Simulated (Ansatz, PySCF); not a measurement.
Gas-phase reaction in SMILES: CC1CCCC1 + 6 [H][H] (H2) -> 6 C (CH4)
Geometries: B3LYP-D3(BJ)/def2-TZVP minima from Ansatz (an electronic-structure program), one conformer each, not searched for the lowest. Frequencies are from Ansatz or PySCF.
Geometry of the first species:
```
C
H 1 1.0974
C 1 1.5212 2 108.80
H 3 1.0923 1 111.43 2 60.18
H 3 1.0923 4 107.73 1 122.51
H 3 1.0935 4 107.76 5 116.01
C 1 1.5335 2 108.08 3 -125.07
H 7 1.0914 1 112.94 2 49.00
H 7 1.0950 8 107.13 1 -119.62
C 1 1.5335 2 108.08 3 125.07
H 10 1.0914 1 112.94 2 -49.00
H 10 1.0950 11 107.13 1 119.62
C 7 1.5398 8 112.95 9 -121.65
H 13 1.0903 7 111.83 8 89.83
H 13 1.0914 14 106.67 7 120.71
C 10 1.5398 11 112.95 12 121.65
H 16 1.0903 10 111.83 11 -89.83
H 16 1.0914 17 106.67 10 -120.71
```
Charge 0, spin multiplicity 1.

Quantity: energy of full hydrogenation (enthalpy at 298 K, with B3LYP-D3(BJ) rigid-rotor harmonic-oscillator terms), in kcal/mol. Correlated levels leave the core frozen unless marked. No spin-orbit coupling. Non-relativistic. Basis-set limits of correlation are two-point, X^-3; Hartree-Fock from the larger set.

From measured enthalpies of formation at 298 K: -81.5 kcal/mol (CC1CCCC1 -25.4, CRC Handbook; [H][H] (H2) 0.0, ATcT 1.112; C (CH4) -17.8, ATcT 1.112). It holds spin-orbit effects, and any other conformers, which the calculations lack, and core correlation, which the frozen-core levels lack. This is an older compilation, not checked against later work.

```csv
level,program,energy of full hydrogenation (kcal/mol),error against measurement
HF/STO-3G,Ansatz,-96.3,-14.8
HF/cc-pVDZ,Ansatz,-106.6,-25.1
RI-HF/aug-cc-pVQZ,Ansatz,-106.1,-24.6
PBE-D4/def2-TZVPD,Ansatz + dftd4,-79.6,1.9
r2SCAN/def2-TZVPD,Ansatz,-85.2,-3.7
B3LYP-D3(BJ)/def2-TZVPD,Ansatz + dftd3,-86.6,-5.1
PBE0/STO-3G,Ansatz,-76.7,4.8
PBE0-D4/def2-TZVP,Ansatz + dftd4,-83.2,-1.7
PBE0/def2-QZVPP,Ansatz,-89.8,-8.3
MP2/6-31G,Ansatz,-78.9,2.6
"MP2/CBS(cc-pVTZ,cc-pVQZ)",Ansatz,-77.1,4.4
RI-MP2/aug-cc-pVTZ,Ansatz,-77.2,4.3
SCS-MP2/6-31G*,Ansatz,-76.0,5.5
SCS-MP2/aug-cc-pVDZ,Ansatz,-79.3,2.2
CCSD/aug-cc-pVDZ,Ansatz,-84.4,-2.9
CCSD/cc-pVTZ,Ansatz,-87.9,-6.4
CCSD(T)/6-31G*,Ansatz,-68.9,12.6
CCSD(T)/cc-pVTZ,Ansatz,-83.2,-1.7
CCSD(T)/cc-pwCVTZ,Ansatz,-83.0,-1.5
CCSD(T) with core electrons/cc-pwCVTZ,Ansatz,-83.3,-1.8
"CCSD(T)/CBS(cc-pVTZ,cc-pVQZ)",Ansatz,-81.8,-0.3
```
